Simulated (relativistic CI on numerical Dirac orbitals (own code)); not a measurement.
**Cu²⁺ in a cubic cluster: L2,3 absorption with charge transfer**

Computed with a charge-transfer multiplet model of a cubic metal-ligand cluster with up to one ligand hole, Slater and spin-orbit integrals from Dirac-Coulomb-Breit ions, Slater integrals scaled by 0.8. The ground state mixes d9 with configurations of k ligand holes L, whose averages lie at kΔ + k(k − 1)U_dd/2; a core hole lowers each added d electron by U_cd. 300 K, Lorentzian 0.4 eV and Gaussian 0.3 eV FWHM.

Atomic integrals in eV (Slater integrals scaled, ζ unscaled), ground: F2dd 11.066, F4dd 6.905, zeta_d 0.099; with the core hole: F2dd 11.066, F4dd 6.905, zeta_d 0.110, zeta_core 13.385.

Cluster parameters (eV): U_dd = 6.4, U_cd = 8.1, 10Dq = 0.85, 10Dq(ligand) = 1.2, V(eg) = 1.85, V(t2g) = -0.96, final-state hopping factor = 1.

```
      Case   n_d    d9  d10L     S
Δ = 1.4 eV  9.35  0.65  0.35  0.50
Δ = 2.4 eV  9.24  0.76  0.24  0.50
Δ = 3.4 eV  9.17  0.83  0.17  0.50
Δ = 4.4 eV  9.12  0.88  0.12  0.50
Δ = 5.4 eV  9.09  0.91  0.09  0.50
```

Weights, n_d and S are thermal averages at 300 K. Photon energies count from the first peak over 30 % of the highest in each spectrum, which can be another peak from case to case. The parameters are a model scan and need not match a compound or its usual spin state. Peaks in eV (height, largest 100):
- Δ = 1.4 eV: 0.0 (100), 20.1 (40)
- Δ = 2.4 eV: 0.0 (100), 20.1 (38)
- Δ = 3.4 eV: 0.0 (100), 20.1 (37)
- Δ = 4.4 eV: 0.0 (100), 20.1 (36)
- Δ = 5.4 eV: 0.0 (100), 20.1 (36)

Curve for Δ = 4.4 eV (points under 2 left out, the grid thinned):

E (eV), Intensity and a bar:
```
     -1.5        2.3 
     -1.4        2.6 
     -1.3        3.0 
     -1.2        3.5 
     -1.0        5.1 #
     -0.9        6.2 #
     -0.8        7.9 ##
     -0.7       10.3 ###
     -0.6       14.0 ####
     -0.5       19.8 #####
     -0.4       29.6 ########
     -0.2       67.1 ####################
     -0.1       89.3 ###########################
      0.0      100.0 ##############################
      0.1       91.9 ############################
      0.2       70.7 #####################
      0.3       48.2 ##############
      0.4       31.5 #########
      0.5       21.0 ######
      0.7       10.8 ###
      0.8        8.2 ##
      0.9        6.5 #
      1.0        5.2 #
      1.1        4.3 #
      1.2        3.6 
      1.3        3.1 
      1.5        2.3 
      1.6        2.0 
     19.2        2.4 
     19.3        3.1 
     19.4        4.0 #
     19.5        5.5 #
     19.6        7.9 ##
     19.8       18.1 #####
     19.9       26.4 #######
     20.0       33.9 ##########
     20.1       36.3 ###########
     20.2       32.0 #########
     20.3       23.8 #######
     20.4       16.0 ####
     20.5       10.4 ###
     20.7        5.0 #
     20.8        3.7 #
     20.9        2.8 
     21.0        2.2
```

For the case Δ = 4.4 eV, Δ = 4.4 eV is smaller than U_dd = 6.4 eV, the charge-transfer side of the Zaanen-Sawatzky-Allen scheme.
